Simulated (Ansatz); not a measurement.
Computed with Ansatz on PBE0-D4/def2-TZVP structures; ΔE is electronic, products minus reactants. CCSD(T)/CBS is the MP2 limit (def2-TZVPP, def2-QZVPP) plus CCSD(T) − MP2 in def2-TZVPP, frozen cores. def2 core potentials past Kr. For Br, Ga, Te outer-core shells are correlated without core-valence functions, which leaves a few kJ/mol of doubt a bond. Scalar relativity is left out up to krypton. One conformer a species, not always the lowest.

Reaction (formal exchange of groups at the Si–O bond): `C[O][Ga]([Br])[O][SiH3]` + `FC[TeH]` → `FC([SiH3])[TeH]` + `C[O][Ga]([OH])[Br]`

`C[O][Ga]([Br])[O][SiH3]`:

```xyz
12

C    -1.063   -1.789   -1.463
O    -1.573   -1.469   -0.184
Ga   -0.839   -0.230    0.828
Br   -1.699    0.237    2.861
O     0.576    0.625    0.207
Si    1.608    1.800    0.692
H    -1.838   -1.617   -2.215
H    -0.181   -1.200   -1.736
H    -0.789   -2.848   -1.486
H     2.095    2.521   -0.512
H     2.768    1.203    1.406
H     0.935    2.766    1.602
```

`FC[TeH]`:

```xyz
6

F    -0.495    1.262    0.881
C    -0.017    0.567   -0.197
Te   -0.667   -1.476   -0.234
H     1.072    0.582   -0.178
H    -0.390    1.026   -1.114
H     0.497   -1.960    0.841
```

`FC([SiH3])[TeH]`:

```xyz
9

F    -1.042   -0.258   -1.542
C    -0.269    0.293   -0.535
Si    0.778   -1.034    0.326
Te   -1.478    1.287    0.943
H     0.356    1.075   -0.974
H     1.862   -0.351    1.075
H     1.350   -1.949   -0.693
H    -0.082   -1.801    1.263
H    -1.475    2.738    0.137
```

`C[O][Ga]([OH])[Br]`:

```xyz
9

C     0.559    0.600   -1.368
O     0.038    0.728   -0.064
Ga   -0.402   -0.631    0.975
O    -1.042   -0.304    2.589
Br   -0.160   -2.771    0.273
H    -0.099    1.115   -2.075
H     1.547    1.067   -1.414
H     0.658   -0.443   -1.690
H    -1.099    0.638    2.774
```

```tsv
species	MP2/def2-TZVPP energy (Eh)
`C[O][Ga]([Br])[O][SiH3]`	-4977.20344
`FC[TeH]`	-406.97933
`FC([SiH3])[TeH]`	-697.20475
`C[O][Ga]([OH])[Br]`	-4686.93449
```

(1) Work out ΔE.

Largest T1 diagnostic among the species: 0.012.

## Answers

(1) ΔE = (-697.20475) + (-4686.93449) − (-4977.20344) − (-406.97933) = 0.04353 Eh = +114.3 kJ/mol. CCSD(T)/CBS gives +110.3 kJ/mol.

In def2-TZVPP, CCSD(T) changes the Hartree–Fock value by −29.3 kJ/mol (the triples alone add −4.5 kJ/mol) and MP2 by −29.2 kJ/mol. From PBE to PBE0 (25 % exact exchange), in def2-TZVPP and without D4, ΔE moves by +9.5 kJ/mol. Leaving LDA and LC-ωPBE aside and taking each functional with its dispersion term where it has one, the values, not all of them listed here, spread over 31.2 kJ/mol, from revPBE-D4 to BHLYP-D4. LDA lies −3.9 kJ/mol from PBE without D4.
